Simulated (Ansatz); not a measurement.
Two isomers of C3H7FSi: A = `CC(C)[Si]F`, B = `C=C[SiH](C)F`.

Calculated with Ansatz (gas phase, PBE0-D4/def2-TZVP geometries, no zero-point term in ΔE). CBS: MP2 limit from def2 TZ/QZ plus the TZ coupled-cluster correction, frozen cores. Functionals use def2-TZVPP. B3LYP here is the variant with VWN-RPA as its local correlation; programs differ in this. One conformer a species, not always the lowest.

Problem. Which is lower in electronic energy at CCSD(T)/CBS, and by how much? (An estimate is asked.)

Solution. The calculation gave: B, by 27.3 kcal/mol.

Problem. Give E(B) − E(A) in kcal/mol with MP2/def2-TZVPP, B3LYP, ωB97M-V, HF/def2-TZVPP, B2PLYP, PBE-D4, BLYP-D4. (Best estimate.)

Solution. Ansatz gave: MP2/def2-TZVPP -27.7, B3LYP -27.8, ωB97M-V -24.6, HF/def2-TZVPP -33.2, B2PLYP -28.0, PBE-D4 -23.5, BLYP-D4 -25.5. None reverses the order clearly.

Problem. Does the order hold for the free energy at 298.15 K (harmonic terms from PBE0-D4)? (Best estimate.)

Solution. Ansatz gave: Yes: G(B) − G(A) = -29.5 kcal/mol, for one conformer each. Modes under 60 cm⁻¹, often nearly free rotors, make the harmonic entropy too high.

Largest T1 diagnostic: 0.012.

At CCSD(T), def2-SVP lies +6.1 kcal/mol from the extrapolated value and def2-TZVPP +0.7 kcal/mol. Leaving LDA and LC-ωPBE aside and taking each functional with its dispersion term where it has one, the values, not all of them listed here, spread over 6.1 kcal/mol, from r2SCAN-D4 to revPBE-D4. LDA lies +3.6 kcal/mol from PBE without D4.
